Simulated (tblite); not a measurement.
Compound: C₆H₅Cl (charge +1 and doublet state).
SMILES: `C[C+]=[C]C#CCCl`

The geometry is computed with GFN2-xTB (gas phase). This method treats the open shell by occupation alone, without spin polarisation.

Take the most abundant isotopes and a rigid rotor. 

Question: What are A, B and C (MHz)?

Answer: Ia = 41.09, Ib = 854.62, Ic = 889.45 u·Å²; 505379 MHz·u·Å²/I gives A = 12300, B = 591.4, C = 568.2 MHz.

Question: What kind of rotor is it?

Answer: A near-prolate asymmetric top; Ray's κ = -0.996.

Question: Is it planar, by Δ = Ic − Ia − Ib?

Answer: Not planar: Δ = Ic − Ia − Ib = -6.25 u·Å². For a rigid frame Δ = −2 Σ m c², so Σ m c² = 3.13 u·Å² lies off the ab plane, practically all of it from hydrogen. The atom farthest from that plane is 0.91 Å away.

Question: Give the other two planar moments, Paa and Pbb, and the rms extents of the mass along the axes.

Answer: Paa = Σ m a² = (Ib + Ic − Ia)/2 = 851.49 and Pbb = Σ m b² = (Ia + Ic − Ib)/2 = 37.96 u·Å². With the mass M = 112.01 u, the rms extents √(P/M) along a, b and c are 2.76, 0.58, 0.17 Å.

Question: List the rotational levels J(Ka,Kc) to J = 5 (K).

Answer: Above 0(0,0), as E/k:
J = 1: 1(0,1) 0.056, 1(1,1) 0.618, 1(1,0) 0.619
J = 2: 2(0,2) 0.167, 2(1,2) 0.728, 2(1,1) 0.731, 2(2,1) 2.417, 2(2,0) 2.417
J = 3: 3(0,3) 0.334, 3(1,3) 0.893, 3(1,2) 0.900, 3(2,2) 2.584, 3(2,1) 2.584, 3(3,1) 5.396, 3(3,0) 5.396
J = 4: 4(0,4) 0.556, 4(1,4) 1.113, 4(1,3) 1.125, 4(2,3) 2.806, 4(2,2) 2.806, 4(3,2) 5.619, 4(3,1) 5.619, 4(4,1) 9.556, 4(4,0) 9.556
J = 5: 5(0,5) 0.835, 5(1,5) 1.389, 5(1,4) 1.406, 5(2,4) 3.085, 5(2,3) 3.085, 5(3,3) 5.897, 5(3,2) 5.897, 5(4,2) 9.834, 5(4,1) 9.834, 5(5,1) 14.897, 5(5,0) 14.897
The levels of one J sum to (2J + 1)J(J + 1)(A + B + C)/3.

For this open shell read J as N, the rotation without spin; fine and hyperfine splittings come on top. Its GFN2-xTB frequencies are all real (lowest 33 cm⁻¹). No vibrational averaging or centrifugal distortion is included, and the geometry carries the error of its method.
